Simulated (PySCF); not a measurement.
**Adding and removing an electron: AlSb**

UHF-CCSD(T); basis Al def2-SVPD, Sb def2-SVPD with ECP28; scalar-relativistic core potentials; PySCF 2.14. Neutral (UHF): triplet (π ↑↑), Re = 2.770 Å, ωe = 251 cm⁻¹, De = 1.47 eV.

AlSb⁺ (UHF): quartet (σ ↑, π ↑↑), Re = 2.959 Å, ωe = 136 cm⁻¹, De = 0.53 eV to Al⁺ + Sb. The energies at the minima are -481.24848 hartree for AlSb and -480.99930 for AlSb⁺.

Question: Work out the adiabatic ionisation energy, without and with harmonic zero-point energies (1 hartree = 27.2114 eV, 1 eV = 8065.5 cm⁻¹), and the change of the bond length.

Answer: At UHF-CCSD(T): 0.24918 hartree = 6.781 eV between the minima; the zero-point term (136.0 − 251.0)/2 cm⁻¹ = -0.007 eV makes it 6.773 eV. Re changes by +18.9 pm against the neutral. The electron leaves a σ orbital, and the longer bond of the ion fits a bonding orbital, or a change in how ionic the bond is.

Correlated steps freeze 9 core orbitals. Correlated levels converge slowly with the basis: in double zeta they bind strong bonds too weakly, by up to about 1 eV, and carry superposition errors of some tenths. Spin–orbit coupling is left out, which matters for elements this heavy, above all for dissociation energies. For an ion De counts to the pair picked by the measured ionisation energies or electron affinities, which need not be the lowest pair at this level. States were picked by a PBE0 search and need not be the measured ground states.
